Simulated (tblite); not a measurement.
Species: C5H9OPSi.
Geometry (GFN2-xTB, Å), atoms numbered from 1 in this order:
```
atom  x, y, z in Å
P1     1.7955    0.5986    1.9096
Si2    2.0581   -0.5769    0.0271
C3     0.3726   -1.4485   -0.2539
C4    -0.7285   -0.4878   -0.0171
C5    -1.7447   -0.0315   -0.8023
C6    -2.4584    0.9144   -0.0211
C7    -1.8225    0.9678    1.1768
O8    -0.7723    0.1243    1.1879
H9     1.4095    1.7718    1.2830
H10    3.1222    1.0068    1.9641
H11    2.3776    0.2241   -1.1631
H12    3.0999   -1.5919    0.2128
H13    0.2879   -1.8564   -1.2580
H14    0.2871   -2.2769    0.4518
H15   -1.9618   -0.3306   -1.8075
H16   -3.3238    1.4705   -0.3180
H17   -2.0053    1.5344    2.0676
```

Computed values, GFN2-xTB/tblite, gas phase, harmonic and unscaled. The method is semi-empirical: single wavenumbers can be off by several per cent or more. Modes of hydrogen on phosphorus and silicon can be 10 to 20 % off. One conformer, not necessarily the lowest.

Harmonic wavenumbers (cm⁻¹): 34.8, 67.0, 110.1, 161.7, 257.6, 277.6, 331.0, 409.1, 487.1, 536.2, 584.6, 612.6, 626.4, 697.7, 701.4, 717.0, 749.8, 757.5, 774.4, 784.0, 816.1, 841.4, 858.9, 948.7, 1041.6, 1072.2, 1119.1, 1138.4, 1157.0, 1196.6, 1208.9, 1249.9, 1367.7, 1445.7, 1501.5, 1599.4, 2197.7, 2229.3, 2278.7, 2360.2, 2962.2, 3027.1, 3171.3, 3178.8, 3189.2.

A = 2551, B = 1068, C = 811.2 MHz; mass 144.016 u (most abundant isotopes); point group C1, symmetry number 1.

Question: What is the zero-point energy?

Answer: ½Σν̃ = 26418 cm⁻¹ = 316.03 kJ/mol.

Question: Entropy at 273.15 K, 1 bar (ideal gas, RRHO, classical rotation)?

Answer: Translation 169.02, rotation 121.77, vibration 100.69: S = 391.5 J/(mol K).

Question: And Cp and H(273.15 K) − H(0)?

Answer: Cp = 145.74 J/(mol K), of which vibrations give 112.48 (their classical limit is 45 R = 374.2); H(273.15 K) − H(0) = 23.57 kJ/mol without the zero-point energy, 14.49 from vibrations.

Question: Which modes carry the vibrational entropy at 273.15 K?

Answer: 34.8 cm⁻¹: 22.43; 67.0 cm⁻¹: 17.02; 110.1 cm⁻¹: 12.96; 161.7 cm⁻¹: 9.90; 257.6 cm⁻¹: 6.39; 277.6 cm⁻¹: 5.86 J/(mol K); the other 39 give 26.13 together.

Question: How do the functions run with temperature in this model?

Answer: 
```json
{"T (K)": "150", "S (J/(mol K))": "323.1", "Cp (J/(mol K))": "89.0", "H − H(0) (kJ/mol)": "9.18", "G − H(0) (kJ/mol)": "-39.29", "ln q(vib)": "2.93"}
{"T (K)": "250", "S (J/(mol K))": "379.1", "Cp (J/(mol K))": "134.9", "H − H(0) (kJ/mol)": "20.32", "G − H(0) (kJ/mol)": "-74.44", "ln q(vib)": "5.19"}
{"T (K)": "298.15", "S (J/(mol K))": "404.7", "Cp (J/(mol K))": "157.2", "H − H(0) (kJ/mol)": "27.36", "G − H(0) (kJ/mol)": "-93.31", "ln q(vib)": "6.32"}
{"T (K)": "400", "S (J/(mol K))": "457.0", "Cp (J/(mol K))": "198.9", "H − H(0) (kJ/mol)": "45.57", "G − H(0) (kJ/mol)": "-137.22", "ln q(vib)": "8.76"}
{"T (K)": "600", "S (J/(mol K))": "549.6", "Cp (J/(mol K))": "257.4", "H − H(0) (kJ/mol)": "91.65", "G − H(0) (kJ/mol)": "-238.11", "ln q(vib)": "13.61"}
{"T (K)": "900", "S (J/(mol K))": "664.8", "Cp (J/(mol K))": "309.5", "H − H(0) (kJ/mol)": "177.42", "G − H(0) (kJ/mol)": "-420.91", "ln q(vib)": "20.50"}
```

q(vib) and H(0) count from the zero-point level.

Question: What must be added to the electronic energy to get the Gibbs energy at 273.15 K and 1 bar?

Answer: ZPE + [H(273.15 K) − H(0)] − T·S = 316.03 + 23.57 − 106.93 = 232.67 kJ/mol.

Question: Blend soft modes into free rotors: weight 1/[1 + (100 cm⁻¹/ν̃)⁴] for the oscillator and the rest for a rotor with moment μB/(μ + B), μ = h/(8π²ν), B = 10⁻⁴⁴ kg m². What vibrational entropy results?

Answer: 90.51 J/(mol K) in place of 100.69, which changes −T·S at 273.15 K by +2.78 kJ/mol.

Hindered rotation and anharmonicity are outside this model. Other conformers, if any are populated, would add a mixing term that is left out. The structure is chiral; the term R ln 2 for an equal mix with its mirror image is left out.
